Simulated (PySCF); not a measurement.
**Computed vibrations of [Dy(H2O)4]3+**

[Dy(H2O)4]3+ (singlet in the valence; each metal's 4f electrons, 9 of them, lie in its core potential, out of spins and levels). PySCF 2.14.0, RKS PBE0, Dy lcecp-1-SVP with ECP55, O def2-SVP, H def2-SVP; non-relativistic Hamiltonian with scalar-relativistic core potentials where named; density fitting; no spin-orbit coupling. Central differences of gradients.

```xyz
13

Dy    0.0000    0.0000    0.0000
O     1.3541    1.3267    1.2615
H     2.1582    1.0699    1.7680
H     1.2840    2.2957    1.4223
O    -1.3541   -1.2615    1.3267
H    -1.2840   -1.4223    2.2957
H    -2.1582   -1.7680    1.0699
O     1.3541   -1.3267   -1.2615
H     1.2840   -2.2957   -1.4223
H     2.1582   -1.0699   -1.7680
O    -1.3541    1.2615   -1.3267
H    -2.1582    1.7680   -1.0699
H    -1.2840    1.4223   -2.2957
```

Run from Python with OMP_NUM_THREADS=2. Where DIIS fails, smearing, a level shift and second-order steps follow.
It took 3.7 min on 2 threads of Intel(R) Xeon(R) 6975P-C (Granite Rapids) (shared host).

Q: What are the harmonic wavenumbers and infrared intensities?

A: Negative numbers are unstable modes, those under 60 cm⁻¹ near the noise; a finer grid moves soft modes by up to 10 cm⁻¹.
```json
{"cm⁻¹": "46", "km/mol": "6.8", "symmetry": ""}
{"cm⁻¹": "46", "km/mol": "6.8", "symmetry": ""}
{"cm⁻¹": "49", "km/mol": "2.1", "symmetry": ""}
{"cm⁻¹": "61", "km/mol": "5.3", "symmetry": ""}
{"cm⁻¹": "65", "km/mol": "0.0", "symmetry": ""}
{"cm⁻¹": "113", "km/mol": "1.9", "symmetry": ""}
{"cm⁻¹": "113", "km/mol": "1.9", "symmetry": ""}
{"cm⁻¹": "163", "km/mol": "0.0", "symmetry": ""}
{"cm⁻¹": "196", "km/mol": "0.5", "symmetry": ""}
{"cm⁻¹": "390", "km/mol": "0.0", "symmetry": ""}
{"cm⁻¹": "391", "km/mol": "9.0", "symmetry": ""}
{"cm⁻¹": "391", "km/mol": "9.0", "symmetry": ""}
{"cm⁻¹": "394", "km/mol": "11.6", "symmetry": ""}
{"cm⁻¹": "610", "km/mol": "0.0", "symmetry": ""}
{"cm⁻¹": "611", "km/mol": "0.7", "symmetry": ""}
{"cm⁻¹": "611", "km/mol": "0.7", "symmetry": ""}
{"cm⁻¹": "632", "km/mol": "28.6", "symmetry": ""}
{"cm⁻¹": "650", "km/mol": "0.0", "symmetry": ""}
{"cm⁻¹": "657", "km/mol": "603.9", "symmetry": ""}
{"cm⁻¹": "657", "km/mol": "603.9", "symmetry": ""}
{"cm⁻¹": "666", "km/mol": "540.3", "symmetry": ""}
{"cm⁻¹": "1672", "km/mol": "203.2", "symmetry": ""}
{"cm⁻¹": "1672", "km/mol": "180.0", "symmetry": ""}
{"cm⁻¹": "1672", "km/mol": "180.0", "symmetry": ""}
{"cm⁻¹": "1676", "km/mol": "0.0", "symmetry": ""}
{"cm⁻¹": "3614", "km/mol": "629.3", "symmetry": ""}
{"cm⁻¹": "3614", "km/mol": "629.6", "symmetry": ""}
{"cm⁻¹": "3614", "km/mol": "655.4", "symmetry": ""}
{"cm⁻¹": "3634", "km/mol": "0.0", "symmetry": ""}
{"cm⁻¹": "3655", "km/mol": "0.0", "symmetry": ""}
{"cm⁻¹": "3656", "km/mol": "541.6", "symmetry": ""}
{"cm⁻¹": "3656", "km/mol": "541.5", "symmetry": ""}
{"cm⁻¹": "3657", "km/mol": "549.1", "symmetry": ""}
```

Q: Is this a minimum?

A: Yes, within the noise of the softest modes. Ideal gas at 298.15 K and 1 bar: S = 479.5 J/(mol K), Cp = 164.0 J/(mol K), H − H(0 K) = 34.0 kJ/mol (rigid rotor, harmonic modes, spin degeneracy alone, that of the 4f electrons in the core included; the modes under 60 cm⁻¹ make these uncertain).

An lcecp potential fixes the number of 4f electrons, so in runs with it no electron can move into or out of that shell.
